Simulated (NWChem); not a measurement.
System: C4H3FSe; SMILES Fc1ccc[se]1

Computed with NWChem. All runs use the structure optimised with B3LYP/6-31G* (spherical d). Level PBE/def2-SVPD: single points from the atomic guess with DIIS by default; each run changes one setting, and all converged runs end within 0.3 mHa of each other.

```
setting                           SCF iterations
--------------------------------  --------------
defaults                                      10
DIIS on 20 Fock matrices                      10
core-Hamiltonian guess                        19
DIIS on 3 Fock matrices                       21
level shift of 0.5 Ha throughout              15
70 % damping for 30 cycles                    33
```
